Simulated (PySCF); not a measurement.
Compound: C7H5F3O.
Numbering: `[F:1][C:2]1=[C:3]([CH:4]([F:5])[F:6])[C@@H:7]2[CH:8]=[CH:9][C@H:10]1[O:11]2`

Probes without a nucleus sit at each ring's centroid and 1 Å off its mean plane on both sides; NICS is minus the shielding there, NICSzz its component along the normal. Level: GIAO PBE0/pcSseg-1 (PySCF, non-relativistic, gas phase) on the GFN2-xTB geometry, one conformer.

Rings: 1. C2–C3–C7–O11–C10; 2. C7–C8–C9–C10–O11.

```csv
set,NICS(0),"NICS(1), two faces","NICS(1)zz, two faces"
P,-4.5,-2.4 / -2.3,-0.8 / -4.8
Q,-2.5,-3.6 / -3.0,-5.1 / -8.7
```

Problem. Which set (ppm) belongs to which ring?

Solution. P = 1, Q = 2.
- 1 (5-membered ring with O; formal bonds 1 double, 4 single): mean NICS(1)zz -2.8 ppm, near zero. C7, C10 have four or more neighbours, and the NICS criterion for π rings isn't applied.
- 2 (5-membered ring with O; formal bonds 1 double, 4 single): mean NICS(1)zz -6.9 ppm, shielded. C7, C10 have four or more neighbours; no verdict on aromaticity is drawn.

Problem. How do the rings differ in shape?

Solution. 
| ring | bond lengths (Å) | rms pucker (Å) | HOMA | nearest outside atom to a NICS(1) probe (Å) |
| --- | --- | --- | --- | --- |
| 1 | 1.329, 1.540, 1.419, 1.417, 1.531 | 0.24 | – | carbon 1.15 |
| 2 | 1.535, 1.322, 1.538, 1.417, 1.419 | 0.24 | – | carbon 1.14 |

Hardware: one thread of an Arm Neoverse V1, shared host. Cost: 43 s wall. This is the whole shielding run at PBE0/pcSseg-1, SCF included.

Shape of the structure used: `[F:1][C:2]1=[C:3]([CH:4]([F:5])[F:6])[C@@H:7]2[CH:8]=[CH:9][C@H:10]1[O:11]2`: C2–C3–C4–F5 -114°.
